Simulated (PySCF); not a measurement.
Cl₄Sn, SMILES [Cl][Sn]([Cl])([Cl])[Cl] (connectivity only; charge and spin as stated), charge -1, multiplicity 2. Atoms are numbered in the order given.

```xyz
5

Cl     1.4656    -1.4656    -1.4656
Sn     0.0000     0.0000     0.0000
Cl    -1.4656    -1.4656     1.4656
Cl    -1.4656     1.4656    -1.4656
Cl     1.4656     1.4656     1.4656
```
Charge -1, spin multiplicity 2.

Geometry optimised at B3LYP-D3(BJ)/def2-SVPD. The spin state was assumed, not searched. The isomer is the one that the SMILES or the coordinates give; other isomers of the formula were not compared. The def2 effective core potentials stand for the cores of Sn; spin–orbit coupling is left out.

Computed with B3LYP-D3(BJ)/def2-SVPD run with PySCF.

Frequencies are harmonic and unscaled.

Modes within 1.5 cm⁻¹ of each other (mostly degenerate sets) share a row, with their intensities summed.

```
mode  ν (cm⁻¹)  IR (km/mol)  moving atoms (share of kinetic energy)
----  --------  -----------  --------------------------------------
1–3         41          2.7                        Cl 81 %, Sn 19 %
4–5         63          0.0                                Cl 100 %
6          255          0.0                                Cl 100 %
7–9        260        323.3                        Cl 64 %, Sn 36 %
```
